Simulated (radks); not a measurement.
Results of a calculation; reference values are marked as such.
Problem. The table gives one normalised radial function P(r) = r R(r) of K in [Ar] 4s1 (r in bohr). Code: a radial shooting solver on a logarithmic mesh with Libxc functionals. Model: non-relativistic Kohn-Sham, PBE, spin-polarised, spherical densities, point nucleus; open shells are filled with parallel spins first; hard spherical wall at 1.5 bohr.

r           P
0.005329   0.1566
0.006509   0.1869
0.00795    0.2218
0.009789   0.2633
0.01196    0.3079
0.0146     0.3564
0.01784    0.4071
0.02178    0.4574
0.02682    0.5047
0.03276    0.5388
0.04001    0.5534
0.04887    0.5380
0.05969    0.4805
0.07291    0.3694
0.08977    0.1886
0.1096    -0.0472
0.1339    -0.3277
0.1636    -0.6151
0.1998    -0.8466
0.244     -0.9380
0.3004    -0.7925
0.3669    -0.3718
0.4482     0.2726
0.5474     0.9286
0.6686     1.2103
0.8167     0.7079
1.005     -0.5621
1.228     -1.2721
1.5       0.0000

Which n and l does it have? It may be an empty orbital.

Solution. n = 4, l = 0: the number of nodes gives n - l - 1 = 3, the rise at small r (about r^(l+1)) gives l, and the extent must fit the shell. The curve is that of 4s up; the table hardly tells the two spins apart. 4s up: eigenvalue 377.96 eV, 3 radial nodes at r = 0.106, 0.414, 0.923 bohr, <r> = 0.855 bohr, 90 % of the charge inside 1.30 bohr.
